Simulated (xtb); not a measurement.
xtb input:

```bash
xtb mol.xyz --gfn 2 --ohess tight --chrg 1 --uhf 0
```
mol.xyz:
```
5

As     0.00827780    -0.00289810     0.21296873
H     -0.71818471    -0.99397362    -0.62745011
H     -0.46193815     1.15483108    -0.62669622
H      1.17338774    -0.17820089    -0.67214531
H     -0.01245407     0.02864351     1.63998461
```

Question: What final total energy does it print?

Answer: -3.90110 Eh (GFN2-xTB).
